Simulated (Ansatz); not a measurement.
Consider the ligand exchange at a B–N bond: `B[NH][GeH3]` + `OB[SiH2][AlH2]` → `BOB[SiH2][AlH2]` + `[NH2][GeH3]`.

Gas-phase electronic energies from Ansatz, PBE0-D4/def2-TZVP geometries. CCSD(T)/CBS adds triple-zeta CCSD(T) − MP2 to the extrapolated MP2 energy (def2 sets, frozen cores). Functionals use def2-TZVPP. For Ge outer-core shells are correlated without core-valence functions, which leaves a few kJ/mol of doubt a bond. Scalar relativity is left out up to krypton. One conformer a species, not always the lowest.

```tsv
level	ΔE (kcal/mol)
r2SCAN-D4	7.1
ωB97M-V	8.5
CCSD/def2-SVP	9.5
MP2/def2-TZVPP	9.7
```

(1) What does CCSD(T)/CBS give? (An estimate is asked.)

Largest T1 diagnostic among the species: 0.017.

Results:

(1) The calculation gave: +8.4 kcal/mol. The listed levels differ from it by -1.3, 0.1, 1.1, 1.3 kcal/mol.

In def2-TZVPP, CCSD(T) changes the Hartree–Fock value by +3.3 kcal/mol (the triples alone add +0.3 kcal/mol) and MP2 by +3.6 kcal/mol. At CCSD(T), def2-SVP lies +1.3 kcal/mol from the extrapolated value and def2-TZVPP +1.0 kcal/mol.
